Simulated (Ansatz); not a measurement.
Geometry optimisation, RKS PBE-D4/def2-SVP in Ansatz.

input.yaml

```yaml
crystal:
  periodic: [false, false, false]
  atoms:
    - { symbol: O, position_ang: [0.6624, 0.9491, 1.5677] }
    - { symbol: Ge, position_ang: [0.1634, -0.4417, 0.5818] }
    - { symbol: S, position_ang: [-1.73268, -1.24362, 1.38429] }
    - { symbol: "N", position_ang: [1.38245, -1.76251, 0.64455] }
    - { symbol: Zn, position_ang: [1.29697, -2.02064, 2.53905] }
    - { symbol: H, position_ang: [-0.0804, 1.058, 2.2591] }
    - { symbol: H, position_ang: [-0.06808, 0.06225, -0.86333] }
    - { symbol: H, position_ang: [-1.85962, -2.18867, 0.41618] }
    - { symbol: H, position_ang: [1.08747, -2.5256, 0.01492] }
    - { symbol: H, position_ang: [0.56365, -1.24276, 3.91103] }
basis:
  gaussian: { orbitals: def2-SVP }
hamiltonian:
  xc: pbe
  dispersion: d4
relax:
  f_tol: 0.015
  max_steps: 40
```

Launched with:

```bash
$ ansatz run input.yaml --threads 2 --pin off --max-ram 3072MiB --backend cpu --events-out ev --progress --plain --runs-dir out
```

Question: Where does it end, and by what steps?

Answer: The run converged. After 18 steps the energy has fallen by 1.402 eV; S3 moved furthest, 1.45 Å. Joined: O1–Zn5.

```csv
step,energy less start (eV),largest force component (eV/Å),accepted
0,0.0000,1.827,yes
1,-0.5760,0.644,yes
2,-0.7897,0.323,yes
3,-0.9190,0.424,yes
4,-1.0079,0.853,yes
5,-1.0754,0.769,yes
6,-1.1487,0.357,yes
7,-1.2059,0.264,yes
8,-1.2419,0.415,yes
9,-1.2637,1.049,yes
10,-1.3424,0.446,yes
11,-1.3801,0.284,yes
12,-1.3973,0.178,yes
13,-1.4000,0.150,yes
14,-1.4014,0.032,yes
15,-1.4010,0.080,no
16,-1.4019,0.017,yes
17,-1.4019,0.039,no
18,-1.4020,0.008,yes
```

```xyz
10
Properties=species:S:1:pos:R:3
O 0.306 0.356 1.898
Ge -0.002 -0.537 0.292
S -2.224 -0.841 0.086
N 0.979 -1.922 0.870
Zn 1.417 -1.450 2.647
H -0.505 0.739 2.283
H 0.426 0.377 -0.888
H -2.183 -1.921 0.916
H 1.272 -2.686 0.258
H 1.930 -1.472 4.094
```

Whether the end is a true minimum wasn't checked by a vibrational analysis.

The run took 76 s on 2 threads of Arm Neoverse V1 (shared host), peak memory 0.2 GiB.
